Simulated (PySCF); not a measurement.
All values below come from PBE-D3(BJ)/def2-TZVP // PBE-D3(BJ)/def2-SVP (PySCF). All species are isolated molecules in the gas phase. 

Reference species (SMILES): `Fc1c([SiH3])ccc2ccsc12` (neutral, multiplicity 1).

```json
{
  "HOMO": "-5.60 eV",
  "LUMO": "-2.14 eV"
}
```

Changed species: `Fc1c([SiH3])sc2ccccc12`.

Q: What does the change do to the HOMO and LUMO?

A: the HOMO rises by 0.09 eV, to -5.51 eV; the LUMO decreases by 0.05 eV, to -2.19 eV.
